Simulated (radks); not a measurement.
Question: The table gives one normalised radial function P(r) = r R(r) of Ag37+ in [He] 2s2 2p5 5f1 (r in bohr). Method: scalar-relativistic Kohn-Sham, SCAN, spin-polarised, spherical densities, finite nucleus; open shells are filled with parallel spins first (spin-orbit coupling, left out, can overturn this in heavy ions); meta-GGA in the generalised Kohn-Sham scheme; Fermi nuclear charge, rms radius 4.5454 fm; computed with a radial shooting solver on a logarithmic mesh with Libxc functionals.

r	P
0.001547	0.0093
0.001983	0.0144
0.002541	0.0224
0.003256	0.0348
0.004173	0.0540
0.005348	0.0837
0.006853	0.1292
0.008781	0.1979
0.01125	0.3003
0.01442	0.4493
0.01848	0.6600
0.02368	0.9461
0.0301	1.3010
0.03858	1.7390
0.04943	2.2078
0.06335	2.6263
0.08118	2.8767
0.104	2.8362
0.1333	2.4464
0.1708	1.7804
0.2189	1.0431
0.2805	0.4631
0.3595	0.1444
0.4606	0.0286
0.5856	0.0034
0.7504	0.0002
0.9616	0.0000
1.232	0.0000
1.579	0.0000
2.024	0.0000
2.593	0.0000

Which n and l does it have? It may be an empty orbital.

Answer: n = 2, l = 1: the number of nodes gives n - l - 1 = 0, the rise at small r (about r^(l+1), flatter next to the nucleus through relativity) gives l, and the extent must fit the shell. The curve is that of 2p up; the table hardly tells the two spins apart. 2p up: eigenvalue -5701.1 eV, 0 radial nodes, <r> = 0.114 bohr, 90 % of the charge inside 0.184 bohr.
